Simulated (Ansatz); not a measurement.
```yaml
crystal:
  periodic: [false, false, false]
  atoms:
    - {symbol: Bi, position_ang: [0.993076, -1.044717, -1.263366]}
    - {symbol: Bi, position_ang: [0.323078, 1.886852, -0.089405]}
    - {symbol: Te, position_ang: [-2.168421, 2.182433, 0.997465]}
    - {symbol: Te, position_ang: [-1.008203, -2.893494, -1.032946]}
    - {symbol: Te, position_ang: [1.860481, -0.131084, 1.388252]}
basis:
  gaussian: {orbitals: def2-TZVPD, initial_orbitals: start.molden}
total_charge: -1
magnetization: {spin_polarized: true, initial_magnetization: 1}
hamiltonian: {xc: {name: wB97X-V}}
scf: {omitted_lower_state_checks: [starts]}
output: {orbitals: {seedname: orbitals}}
```

The file start.molden holds the orbitals of an earlier run on this structure, at another level or in another basis.

```sh
$ ansatz run in.yaml --threads 4 --pin off --events-out ev --progress --plain --max-ram 4787MiB
```

Problem. Does this run fit into the memory that it is given?

Solution. No. It has 289 basis functions, and Ansatz plans for 7 GiB where 5 GiB are given.
